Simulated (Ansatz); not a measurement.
Reaction (ligand exchange at the Sn–N bond): `[NH2][Sn]([F])([Cl])[Cl]` + HBr → `[F][Sn]([Cl])([Cl])[Br]` + NH₃

Program: Ansatz. Geometries: PBE0-D4/def2-TZVP. ΔE: electronic, gas phase. CCSD(T)/CBS is the MP2 limit (def2-TZVPP, def2-QZVPP) plus CCSD(T) − MP2 in def2-TZVPP, frozen cores. This one scheme is used for every species. DFT in def2-TZVPP. B3LYP here is the variant with VWN-RPA as its local correlation; programs differ in this. def2 core potentials past Kr. For Br, Sn outer-core shells are correlated without core-valence functions, which leaves a few kJ/mol of doubt a bond. Scalar relativity is left out up to krypton. Each species was taken in one conformer, which may not be the lowest.

```tsv
level	ΔE (kcal/mol)	difference from CCSD(T)/CBS
PBE-D4	-20.9	0.0
BLYP-D4	-20.8	0.1
r2SCAN-D4	-21.2	-0.3
PBE0-D4	-21.6	-0.7
B3LYP-D4	-21.4	-0.5
CAM-B3LYP-D4	-20.1	0.8
ωB97X-V	-20.2	0.7
r2SCANh	-21.4	-0.5
BHLYP	-21.5	-0.6
CAM-B3LYP	-19.8	1.1
HF/def2-SVP	-22.2	-1.3
MP2/def2-SVP	-20.3	0.6
CCSD(T)/def2-SVP	-19.8	1.1
HF/def2-TZVPP	-22.3	-1.4
CCSD/def2-TZVPP	-19.2	1.7
SCS-MP2/def2-QZVPP	-20.6	0.3
CCSD(T)/CBS	-20.9	0
```

Largest T1 diagnostic among the species: 0.012.

Leaving LDA and LC-ωPBE aside and taking each functional with its dispersion term where it has one, the values, not all of them listed here, spread over 2.3 kcal/mol, from BHLYP-D4 to CAM-B3LYP-D4. LDA lies +1.4 kcal/mol from PBE without D4. From BLYP to BHLYP (50 % exact exchange), in def2-TZVPP and without D4, ΔE moves by −1.1 kcal/mol. At CCSD(T), def2-SVP lies +1.1 kcal/mol from the extrapolated value and def2-TZVPP +2.0 kcal/mol.
